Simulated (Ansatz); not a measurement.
A structure drawn as `B[SiH2]N[SiH3]`, with this starting geometry:

```xyz
12

B    -0.541    2.306   -0.747
Si   -0.688    0.470   -0.367
N     0.890   -0.114    0.148
Si    0.809   -1.900    0.550
H    -0.816    2.731   -1.882
H    -0.219    3.138    0.046
H    -1.646    0.266    0.713
H    -1.072   -0.269   -1.580
H     1.160    0.387    1.093
H    -0.264   -2.036    1.623
H     2.024   -2.377    1.046
H     0.362   -2.603   -0.643
```

The species carries charge 0 and has multiplicity 1.

Problem. Does it keep its bonds when Ansatz relaxes it at PBE-D4/def2-SVP and then PBE0-D4/def2-TZVP?

Solution. Yes, every drawn bond is still there and no new one forms.

Problem. Give the relaxed structure. (Best estimate.)

Solution. Ansatz gave: 
Z-matrix (Å, degrees):
```
Si
N 1 1.733
B 1 2.003 2 113.1
H 1 1.490 2 107.6 3 124.8
H 1 1.502 2 113.1 3 -118.8
Si 2 1.725 1 128.4 3 -160.0
H 2 1.010 1 115.0 3 29.2
H 3 1.197 1 119.8 2 167.5
H 3 1.198 1 123.0 2 -15.5
H 6 1.491 2 113.5 1 -97.9
H 6 1.485 2 107.3 1 21.7
H 6 1.488 2 110.2 1 141.7
```
All modes are real.

Atoms count as bonded under 1.1 times the sum of their covalent radii (H–H under 0.85 Å, pairs among N, O and F under 1.55 Å), and a drawn bond as lost past 1.3 times.
